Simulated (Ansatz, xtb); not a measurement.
GaGeHOSi+: which of two structures lies lower

We compare X, a doublet given by its coordinates, with Y, a doublet given by its coordinates. Both are isolated ions in the gas phase, relaxed with PBE0-D3(BJ)/def2-SVP.

X (Å):

```yaml
atoms:
  - { symbol: Ga, position_ang: [0.5125, 1.0321, 2.6961] }
  - { symbol: Ge, position_ang: [-1.1614, 0.8778, -0.6551] }
  - { symbol: O, position_ang: [0.2500, 0.8786, 0.6983] }
  - { symbol: Si, position_ang: [1.1924, 0.6147, -0.8165] }
  - { symbol: H, position_ang: [1.9728, -0.6457, -0.5640] }
```

Close contacts (Å): Ga1–O3 2.02, Ge2–O3 1.96, Ge2–Si4 2.37, O3–Si4 1.80, Si4–H5 1.50.

Y (Å):

```yaml
atoms:
  - { symbol: Ga, position_ang: [1.2046, -2.1746, -0.6542] }
  - { symbol: Ge, position_ang: [1.2389, 3.1411, -0.1856] }
  - { symbol: O, position_ang: [0.8381, -0.3437, -0.1049] }
  - { symbol: Si, position_ang: [0.3190, 1.0110, 0.5556] }
  - { symbol: H, position_ang: [-0.7275, 0.8627, 1.6155] }
```

Close contacts (Å): Ga1–O3 1.95, Ge2–Si4 2.44, O3–Si4 1.59, Si4–H5 1.50.

Which of the two would you expect CCSD(T)/def2-SVP electronic energies to favour?

Structure Y; the calculation gives E(Y) − E(X) = −0.232 eV.

Level by level:

```
               level              geometry  E(Y) − E(X) (eV)  departure from the last row (eV)  job, with rough time for the two
            GFN2-xTB              GFN2-xTB              −0.089                            +0.143              optimisation, 0.47 s
           HF/STO-3G              GFN2-xTB              +0.389                            +0.621                single point, 35 s
  r2SCAN-D4/def2-SVP              GFN2-xTB              −0.183                            +0.049                single point, 11 s
PBE0-D3(BJ)/def2-SVP  PBE0-D3(BJ)/def2-SVP              −0.146                            +0.085             optimisation, 2.1 min
         HF/def2-SVP  PBE0-D3(BJ)/def2-SVP              −0.549                            −0.318           part of the CCSD(T) run
        MP2/def2-SVP  PBE0-D3(BJ)/def2-SVP              −0.281                            −0.049           part of the CCSD(T) run
    CCSD(T)/def2-SVP  PBE0-D3(BJ)/def2-SVP              −0.232                                                  single point, 88 s
```

HF/STO-3G puts the two in the other order. The largest departure from CCSD(T)/def2-SVP is that of HF/STO-3G, 0.621 eV.

With harmonic frequencies from PBE0-D3(BJ)/def2-SVP (ideal gas, rigid rotor, one conformer each, 298.15 K, 1 atm): on the last row, ΔE + ΔZPE = −0.212 eV. A mode under 50 cm⁻¹ makes harmonic enthalpies and free energies unreliable, so none is given.

Open shells are spin-unrestricted, with notable spin contamination under HF/STO-3G, HF/def2-SVP, MP2/def2-SVP, CCSD(T)/def2-SVP. The correlated steps freeze 24 core orbitals; the filled d shell of Ga and Ge is correlated, in a basis made for valence electrons. Programs: Ansatz 0.2.0, xtb 6.7.1; the last row on 2 threads of Arm Neoverse V2 on a shared host.
